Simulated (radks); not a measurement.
Coulomb parameter of the 4f shell of neutral holmium in the model configuration [Xe] 4f10 5d1 6s2, as a second difference U = [E(n + 0.25) + E(n - 0.25) - 2 E(n)] / (0.25)^2 with all orbitals relaxed. "Bare": the charge of the atom changes with n. "Screened": the 5d shell takes up the change at fixed total charge, which measures U(4f,4f) + U(5d,5d) - 2 U(4f,5d). All-electron calculation, scalar-relativistic Kohn-Sham, PBE, spin-unpolarised, spherical densities, finite nucleus; Fermi nuclear charge, rms radius 5.2022 fm. Program: a radial shooting solver on a logarithmic mesh with Libxc functionals.

case                      configuration  E - E(n) (eV)
start                 [Xe] 4f10 5d1 6s2          0.000
bare +0.25         [Xe] 4f10.25 5d1 6s2         -1.935
bare -0.25          [Xe] 4f9.75 5d1 6s2          2.797
screened +0.25  [Xe] 4f10.25 5d0.75 6s2         -1.633
screened -0.25   [Xe] 4f9.75 5d1.25 6s2          1.973

U(bare) = 13.792 eV, U(screened by 5d) = 5.443 eV, against the Slater integral F0(4f,4f) = 32.068 eV with frozen orbitals. The step up makes a negative ion, whose loosely bound charge lowers the bare value.
